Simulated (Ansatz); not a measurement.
`[CH3][SnH]([CH3])[AlH2]` + H₂ → `[CH3][SnH2][AlH2]` + CH₄  (hydrogenolysis of the Sn–C bond)

Gas-phase electronic energies from Ansatz, PBE0-D4/def2-TZVP geometries. CBS: MP2 limit from def2 TZ/QZ plus the TZ coupled-cluster correction, frozen cores. This one scheme is used for every species. DFT in def2-TZVPP. B3LYP here is the variant with VWN-RPA as its local correlation; programs differ in this. def2 core potentials past Kr. For Sn outer-core shells are correlated without core-valence functions, which leaves a few kJ/mol of doubt a bond.

`[CH3][SnH]([CH3])[AlH2]`:

Cartesian coordinates in Å:
```
C 0.961 -1.314 1.208
Sn 0.358 -0.019 -0.404
C -1.592 -0.670 -1.051
Al 0.457 2.573 0.207
H 1.967 -1.063 1.545
H 0.273 -1.212 2.049
H 0.950 -2.351 0.868
H 1.435 -0.334 -1.715
H -1.544 -1.718 -1.351
H -1.932 -0.074 -1.899
H -2.311 -0.568 -0.238
H -0.358 3.644 -0.643
H 1.335 3.105 1.423
```

H₂:

Z-matrix (Å, degrees):
```
H
H 1 0.746
```

`[CH3][SnH2][AlH2]`:

Z-matrix (Å, degrees):
```
C
Sn 1 2.152
H 1 1.090 2 110.0
H 1 1.090 2 109.7 3 -120.0
H 1 1.090 2 110.0 3 120.0
Al 2 2.662 1 114.5 3 -59.2
H 2 1.718 1 107.4 3 176.9
H 2 1.719 1 107.3 3 64.0
H 6 1.590 2 120.7 1 -175.7
H 6 1.591 2 120.9 1 4.4
```

CH₄:

Cartesian coordinates in Å:
```
C 0.000 0.000 0.000
H -0.204 0.982 0.426
H 1.060 -0.229 0.107
H -0.266 0.000 -1.057
H -0.589 -0.753 0.523
```

(1) Is it downhill or uphill in electronic energy at CCSD(T)/CBS, and by how much? (An estimate is asked.)

(2) What do these levels give: r2SCAN-D4, B3LYP-D4, PBE, CCSD(T)/def2-TZVPP, SCS-MP2/def2-QZVPP, CCSD/CBS(def2)? (An estimate is asked.)

Largest T1 diagnostic among the species: 0.012.

## Answers

(1) Computed: Downhill: ΔE = -40.4 kJ/mol.

(2) The calculation gave: r2SCAN-D4 -47.8, B3LYP-D4 -49.4, PBE -50.4, CCSD(T)/def2-TZVPP -45.0, SCS-MP2/def2-QZVPP -40.8, CCSD/CBS(def2) -45.5 kJ/mol.

From PBE to PBE0 (25 % exact exchange), in def2-TZVPP and without D4, ΔE moves by −3.7 kJ/mol. The D4 term adds +8.4 kJ/mol with B3LYP and +4.8 kJ/mol with PBE0; it sums over pairs of atoms, weighted by their polarisabilities, and B3LYP, whose exchange is more repulsive, gets the larger term. In def2-TZVPP, CCSD(T) changes the Hartree–Fock value by +26.4 kJ/mol (the triples alone add +5.0 kJ/mol) and MP2 by +34.2 kJ/mol.
